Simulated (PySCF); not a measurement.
Polarisability and C₆ of Al²⁺ (aluminium, charge +2)

[Ne] 3s1, 2S determinant. All numbers are calculated (PySCF 2.14, the non-relativistic Hamiltonian (point nucleus), in aug-cc-pV(T+d)Z with one added diffuse shell each of s, p, d, f type (7s6p5d3f, 71 functions)). Coupled (time-dependent) response in atomic units; α is the mean over directions.

```csv
method,mean α (bohr³),C₆ (like pair),S(−4)
UHF,15.35,43.67,266.9
PBE,13.54,36.21,209.7
PBE0,14.08,38.37,226.5
PBEsol,13.59,36.37,212.0
```

S(−4) is the Cauchy moment in α(ω) = α(0) + S(−4) ω² + …

α(iu) at UHF:

```csv
u (hartree),α(iu) (bohr³)
0,15.35
0.0500,14.71
0.100,13.09
0.200,9.109
0.300,6.103
0.500,3.071
0.750,1.661
1.00,1.080
1.50,0.6204
2.00,0.4377
3.00,0.2786
5.00,0.1544
```

A single London oscillator, α(iu) = α/(1 + u²/ω²), gives C₆ = (3/4) ω α². Matching the computed C₆ needs ω = 4 × 43.67 / (3 × 15.35²) = 0.247 hartree.

For an ion, C₆ is the dispersion term alone; charge-induced terms of lower order in 1/R come first.
